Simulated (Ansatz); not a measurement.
Program: Ansatz. Geometries: PBE0-D4/def2-TZVP. ΔE: electronic, gas phase. CCSD(T)/CBS is the MP2 limit (def2-TZVPP, def2-QZVPP) plus CCSD(T) − MP2 in def2-TZVPP, frozen cores. This one scheme is used for every species. DFT in def2-TZVPP. B3LYP here is the variant with VWN-RPA as its local correlation; programs differ in this. HSE06 is defined as in plane-wave codes. Each species was taken in one conformer, which may not be the lowest.

Reaction (cleavage of the Si–B bond): `NB[SiH2]Cl` + `O[SiH](O)F` → `O[SiH](F)O[SiH2]Cl` + `BN`

| level | ΔE (kJ/mol) | difference from CCSD(T)/CBS |
| --- | --- | --- |
| LDA (SPW92) | -116.7 | 20.6 |
| PBE-D4 | -115.4 | 21.9 |
| revPBE-D4 | -116.2 | 21.1 |
| BLYP-D4 | -134.6 | 2.7 |
| B97M-V | -133.8 | 3.5 |
| PBE0-D4 | -123.5 | 13.8 |
| B3LYP-D4 | -139.9 | -2.6 |
| r2SCANh-D4 | -134.8 | 2.5 |
| r2SCAN0-D4 | -136.8 | 0.5 |
| BHLYP-D4 | -151.2 | -13.9 |
| CAM-B3LYP-D4 | -144.3 | -7.0 |
| ωB97X-V | -135.0 | 2.3 |
| ωB97M-V | -139.1 | -1.8 |
| B2PLYP | -139.2 | -1.9 |
| PBE-QIDH | -133.1 | 4.2 |
| PBE | -111.6 | 25.7 |
| revPBE | -108.6 | 28.7 |
| BLYP | -127.2 | 10.1 |
| r2SCAN | -132.3 | 5.0 |
| B3LYP | -133.8 | 3.5 |
| r2SCANh | -133.6 | 3.7 |
| HSE06 | -119.8 | 17.5 |
| BHLYP | -145.6 | -8.3 |
| CAM-B3LYP | -140.5 | -3.2 |
| LC-ωPBE | -126.5 | 10.8 |
| RPA@PBE/def2-TZVPP | -134.9 | 2.4 |
| HF/def2-SVP | -149.2 | -11.9 |
| MP2/def2-SVP | -137.4 | -0.1 |
| CCSD(T)/def2-SVP | -131.1 | 6.2 |
| HF/def2-TZVPP | -157.6 | -20.3 |
| MP2/def2-TZVPP | -143.0 | -5.7 |
| SCS-MP2/def2-TZVPP | -145.0 | -7.7 |
| CCSD/def2-TZVPP | -138.9 | -1.6 |
| CCSD(T)/def2-TZVPP | -136.4 | 0.9 |
| HF/def2-QZVPP | -160.3 | -23.0 |
| MP2/def2-QZVPP | -144.4 | -7.1 |
| SCS-MP2/def2-QZVPP | -146.2 | -8.9 |
| HF/CBS(def2) | -160.7 | -23.4 |
| MP2/CBS(def2) | -143.8 | -6.5 |
| CCSD/CBS(def2) | -139.7 | -2.4 |
| CCSD(T)/CBS | -137.3 | 0 |

Largest T1 diagnostic among the species: 0.012.

Leaving LDA and LC-ωPBE aside and taking each functional with its dispersion term where it has one, the values spread over 35.8 kJ/mol, from BHLYP-D4 to PBE-D4. LDA lies −5.1 kJ/mol from PBE without D4. From BLYP to BHLYP (50 % exact exchange), in def2-TZVPP and without D4, ΔE moves by −18.4 kJ/mol. At CCSD(T), def2-SVP lies +6.2 kJ/mol from the extrapolated value and def2-TZVPP +0.9 kJ/mol.
